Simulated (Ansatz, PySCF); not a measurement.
Process, species as SMILES: [OH][K] (KOH) -> [OH][K] (KOH) as doublet, charge -1 (an electron is taken up)

Wanted: adiabatic electron affinity (0 K, with zero-point energies), in eV. Positive where the reaction releases energy. Set-up: no spin-orbit coupling; 6-311+G** with 5d; non-relativistic; LANL2DZ with its own core potentials from Na on; dispersion terms only where a functional's name holds one; six Cartesian d functions in 6-31G* and its kin unless marked 5d; frozen cores in correlated levels (noble-gas shells and the d and f shells of earlier blocks; the outer core of K, Ca and congeners matters and is frozen too); open shells spin-unrestricted. First-principles rows: single points at B3LYP-D3(BJ) geometries (Ansatz, an electronic-structure program), with unscaled harmonic terms from B3LYP/6-31G* (LANL2DZ past Ar) at its own minima. The spin state of an ion or metal species was assumed, not searched.

| level | program | adiabatic electron affinity (0 K, with zero-point energies) (eV) |
|---|---|---|
| HF/STO-3G | Ansatz | -4.46 |
| HF/LANL2DZ | Ansatz | -0.06 |
| PBE/6-31G* with LANL2DZ past Ar | Ansatz | 0.31 |
| BLYP/6-31G* | Ansatz | 0.13 |
| BLYP/6-31G* with LANL2DZ past Ar | Ansatz | 0.21 |
| BP86/6-31G* with LANL2DZ past Ar (5d) | PySCF | 0.37 |
| B3LYP/STO-3G | Ansatz | -3.84 |
| B3LYP/6-31G* | Ansatz | 0.22 |
| B3LYP/def2-SVP | Ansatz | 0.17 |
| B3LYP/6-31G* with LANL2DZ past Ar | Ansatz | 0.29 |
| B3LYP/6-311+G** | Ansatz | 0.39 |
| MP2/3-21G | Ansatz | 0.08 |
| MP2/6-31G* with LANL2DZ past Ar | Ansatz | -0.05 |
| M06-2X/def2-TZVPD | PySCF | 0.12 |

No value to compare with is used here. The 13 habitual levels span -4.46 (HF/STO-3G) to 0.39 eV (B3LYP/6-311+G**); M06-2X/def2-TZVPD gives 0.12.

The levels are drawn from those run, B3LYP/6-31G* more often than the rest, none by its result; runs whose electronic state is in doubt are left out.
